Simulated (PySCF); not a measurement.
## Calculated NMR parameters of N#C[C@H]1CC[SiH2]O[SiH2]1

* Formula: C4H9NOSi2
* SMILES: N#C[C@H]1CC[SiH2]O[SiH2]1
* InChI: InChI=1S/C4H9NOSi2/c5-3-4-1-2-7-6-8-4/h4H,1-2,7-8H2/t4-/m1/s1
* Point group of the computed structure: C1
* Degrees of unsaturation: 3
* Carbon signals: 4
* Proton signals: 9

Atom-mapped SMILES (the numbers label the heavy atoms): `[N:1]#[C:2][C@H:3]1[CH2:4][CH2:5][SiH2:6][O:7][SiH2:8]1`. Hydrogens are named by the atom that carries them. Ha(C4), Ha(C5), Ha(Si6), Ha(Si8) are cis to C2 on the ring; Hb(C4), Hb(C5), Hb(Si6), Hb(Si8) are trans to C2 on the ring.

- coordinates at the GFN2-xTB level
- shieldings: GIAO PBE0/pcSseg-1
- run in PySCF 2.14
- a single conformation, gas phase, relativity neglected

Referencing at the same level of theory: ¹H, ¹³C, ²⁹Si vs TMS; ¹⁵N vs NH3; ¹⁷O vs H2O.

| carbon | δC, type | δH (multiplicity) | HMBC from (2–3 bonds) | span of the C tensor (ppm) |
| --- | --- | --- | --- | --- |
| C2 | 126.0, C | – | Ha(Si8), Hb(Si8), Ha(C4), Hb(C4), H(C3) | 350 |
| C3 | 15.0, CH | 1.80 (m) | Ha(Si8), Hb(Si8), Ha(C4), Hb(C4), Ha(C5), Hb(C5) | 20 |
| C4 | 24.4, CH2 | Ha(C4) 2.55 (m); Hb(C4) 1.92 (m) | Ha(Si6), Ha(Si8), Hb(Si6), Hb(Si8), Ha(C5), H(C3), Hb(C5) | 17 |
| C5 | 11.0, CH2 | Ha(C5) 1.83 (m); Hb(C5) 0.58 (m) | Ha(Si6), Hb(Si6), Ha(C4), Hb(C4), H(C3) | 24 |

Other nuclei:
```csv
atoms,nucleus,environment,δ (ppm),σ (ppm)
Ha(Si6),¹H,"hydrogen on a silicon bonded to C, O, in a 6-membered ring",5.28,26.44
Ha(Si8),¹H,"hydrogen on a silicon bonded to C, O, in a 6-membered ring",5.22,26.50
Hb(Si6),¹H,"hydrogen on a silicon bonded to C, O, in a 6-membered ring",5.21,26.51
Hb(Si8),¹H,"hydrogen on a silicon bonded to C, O, in a 6-membered ring",5.18,26.54
Si6,²⁹Si,"silicon bonded to C, O, 2 H, in a 6-membered ring",-16.2,365.4
Si8,²⁹Si,"silicon bonded to C, O, 2 H, in a 6-membered ring",-20.1,369.3
N1,¹⁵N,nitrile nitrogen,299.0,-31.3
O7,¹⁷O,"oxygen bonded to 2 Si, in a 6-membered ring",16.0,320.1
```

1. Carbon types of the structure: 1 × C, 1 × CH, 2 × CH2, leaving 4 H on heteroatoms.
2. δC 126.0: nitrile carbon; this is the usual window of a C≡N carbon, which has no attached hydrogen.
3. δC 24.4: sp3 CH2 in a ring; saturated and bonded to C and H only.
4. δC 15.0: sp3 CH bonded to Si, α to a nitrile.
5. δC 11.0: sp3 CH2 bonded to Si; an electropositive neighbour leaves it electron-rich and shielded.
6. δH 1.80: hydrogen on an sp3 CH bonded to Si, α to a nitrile.

Shifts are as computed. Against solution values, carbons near 30 ppm lie about +3 ppm off and those near 130 ppm about +5 ppm. Of 1211 compounds with measured shifts, 218 miss one by over three times the rms of a fit or turn the order of signals round; such compounds aren't used in these exercises. Experimental scales use liquid or dissolved standards, which lie at an offset from isolated NH3 (liquid NH3: subtract about 20 ppm) and H2O (liquid H2O: subtract about 36 ppm). Unscaled 15N shifts of sp2 nitrogen come out 20 to 40 ppm too high even then. Multiplicities follow the n + 1 count of equivalent neighbours, as no J values were calculated; m marks all less simple cases, F and P coupling included.
